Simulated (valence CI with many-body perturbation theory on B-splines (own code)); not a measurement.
**Questions on C⁺**

Method: configuration interaction combined with many-body perturbation theory (CI+MBPT): three valence electrons over a frozen Dirac-Fock core [He], radial functions for each j: 9 s, 9 p, 8 d, 6 f, 3 g, 1 h, with the one-electron correlation potential Σ1, the two-electron term Σ2, the three-electron term Σ3, Breit, model QED; selected CI, second order for the rest, scaled by the run's own slope (own B-spline code, finite nucleus).

Set against measurement, 29 paired levels are off by 66 cm⁻¹ on average, the worst by 148. These come from a selection out of the NIST Handbook of Basic Atomic Spectroscopic Data. Levels without a partner in it may be off by more.

Rates and lifetimes use the calculated energies. Strong lines usually hold to 10 to 20 %, long lifetimes can be off by a factor of two.

(1) What is the ground level?

(2) Among levels below 22.135 eV, which E1 lines absorb most strongly from the ground level?

(3) How is the term 2P° of the ground level split?

(4) What is the ionisation energy?

(5) What are the static dipole polarisabilities of the lowest levels?

(6) Where does the other parity begin?

(7) How well does LS coupling describe the low levels?

## Answers

(1) 2s2.2p 2P°_1/2, composition 94 % 2s2.2p 2P° + 4 % 2p3 2P°, g = 0.666.

(2) to 2s2.3d 2D_3/2 at 68.73 nm, f = 0.334; to 2s.2p2 2P_1/2 at 90.28 nm, f = 0.332; to 2s.2p2 2P_3/2 at 90.24 nm, f = 0.167.

(3) J = 1/2 at 0.000, J = 3/2 at 0.008 eV.

(4) 24.373 eV; NIST lists 24.3831 eV (measured).

(5) 2s2.2p 2P°_1/2 5.63; 2s2.2p 2P°_3/2 5.63 (tensor 0.021) bohr³, of which the core gives 0.00892.

(6) At 2s.2p2 4P_1/2, 5.323 eV.

(7) Among the lowest 20 levels the leading LS term, summed over configurations, holds 100 % on average. For single configurations the figures are 92 % in LS and 74 % in jj coupling. Terms hardly mix: every one of these levels is at least 95 % one term.
